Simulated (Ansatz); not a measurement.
`[SiH3]CN[SiH3]` + H₂ → `CN[SiH3]` + SiH₄ at 700 K and 1 bar (hydrogenolysis of a C–Si bond).

Computed with Ansatz on PBE0-D4/def2-TZVP structures; ΔE is electronic, products minus reactants. CCSD(T)/CBS adds triple-zeta CCSD(T) − MP2 to the extrapolated MP2 energy (def2 sets, frozen cores). This one scheme is used for every species. Each species was taken in one conformer, which may not be the lowest.

```csv
species,CCSD(T)/CBS energy (Eh),H − E (kJ/mol),S (J/(mol·K))
`[SiH3]CN[SiH3]`,-676.32429,335.6,492.3
H₂,-1.17544,46.8,155.3
`CN[SiH3]`,-386.04948,271.2,396.1
SiH₄,-291.46306,115.5,252.9
```

H − E and S are ideal-gas, rigid-rotor, harmonic terms from PBE0-D4/def2-TZVP, for one conformer and one mirror image of each species. For small species the MP2-based limit differs from directly extrapolated CCSD(T) by up to some mEh (0.8 for H₂); such offsets cancel only in part. 1 Eh = 2625.50 kJ/mol, R = 8.31446 J/(mol·K).

Question: By hand: ΔE, ΔH, ΔS and ΔG.

Answer: ΔE = (-386.04948) + (-291.46306) − (-676.32429) − (-1.17544) = -0.01281 Eh = -33.6 kJ/mol. Δ(H − E) = 271.2 + 115.5 − 335.6 − 46.8 = 4.3, so ΔH = -29.3 kJ/mol. ΔS = 396.1 + 252.9 − 492.3 − 155.3 = 1.4 J/(mol·K). ΔG = -29.3 − 700 × (1.4)/1000 = -30.3 kJ/mol.

Question: By hand: the equilibrium constant, and the temperature at which ΔG would vanish if ΔH and ΔS stayed fixed.

Answer: log₁₀ K = −ΔG/(RT ln 10) = 2.3. ΔH and −TΔS have one sign here, so there is no such temperature. One of them is within its doubt of zero, so this could turn.

The number of gas molecules stays the same, so ΔS is small and ΔH decides. A doubt of 5 kJ/mol in ΔE shifts log₁₀ K by 0.4 here. Other conformers and mirror images would add mixing entropy, several J/(mol·K) or more a flexible species. Modes under 60 cm⁻¹, often nearly free rotors, make the harmonic entropy too high. These are equilibria of isolated gas molecules and say nothing of rates. Largest T1 diagnostic: 0.011 (customary marks: 0.02 for closed shells, 0.045 for open ones).
